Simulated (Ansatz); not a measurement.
Spectroscopic constants of AsO, multiplicity 2 (the spin of the measured ground state). No spin–orbit coupling. As is treated without relativity.

Constants: fifth-degree fit in 1/R to seven points, most abundant isotopes. In def2 and cc sets the state is the lowest found near the PBE0 minimum, followed along R.

Correlated levels freeze the inner cores; with def2 sets outer-core shells near the valence are correlated too. CBS: X⁻³ extrapolation of the correlation energy, Hartree–Fock from the larger set.

Run with Ansatz (Gaussian orbitals). 

**Question.** What bond length and harmonic frequency does PBE0/def2-TZVPP give, and what D_e (from each atom's lowest state at the same level)?

**Answer.** r_e = 1.615 Å, ω_e = 1035 cm⁻¹, D_e = 4.74 eV.

**Question.** What bond length and harmonic frequency does BHLYP/def2-TZVPP give, and what D_e (from each atom's lowest state at the same level)?

**Answer.** r_e = 1.600 Å, ω_e = 1084 cm⁻¹, D_e = 4.11 eV.

**Question.** What bond length and harmonic frequency does CCSD(T)/CBS(def2-TZVPP, def2-QZVPP) give?

**Answer.** r_e = 1.622 Å, ω_e = 987 cm⁻¹.

Measured for the ground state: ω_e 967.08 cm-1, ω_e x_e 4.85 cm-1, B_e 0.48482 cm-1, α_e 0.003299 cm-1 [NIST CCCBDB]. D_0 4.978 ± 0.083 eV (a handbook's tabulated 298 K bond energy less 3RT/2; such tables hold older values) [Luo, bond dissociation energies, CRC Handbook].

Ansatz is an electronic-structure program.
